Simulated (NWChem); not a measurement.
System: GaF2, doublet; SMILES [F][Ga][F]

```xyz
3

Ga     0.0000     0.0000     0.4104
F     -1.4967     0.0000    -0.5099
F      1.4967     0.0000    -0.5099
```
Atoms are numbered in this order, from 1.

Results from NWChem. Spin-unrestricted. In the optimisation the excess spin sits in a1 (C2v, its own frame). Coordinates come from a PBE0/def2-SVP, spin-unrestricted optimisation. The spin multiplicity was typed, not searched, and may not be the lowest. No stability test was run on the SCF state. Vzz is the largest principal value of the second derivative of the potential at the nucleus (NWChem prints the opposite sign); η is the asymmetry. Non-relativistic.

For level CAM-B3LYP/def2-SVP:

| Item | Value |
|---|---|
| Vzz Ga1 (a.u.) | 1.600 |
| η Ga1 | 0.17 |

Problem. Estimate the same quantities for level CAM-B3LYP/def2-TZVP.

Solution. The vzz Ga1 (a.u.) is 2.081 and the η Ga1 is 0.40.
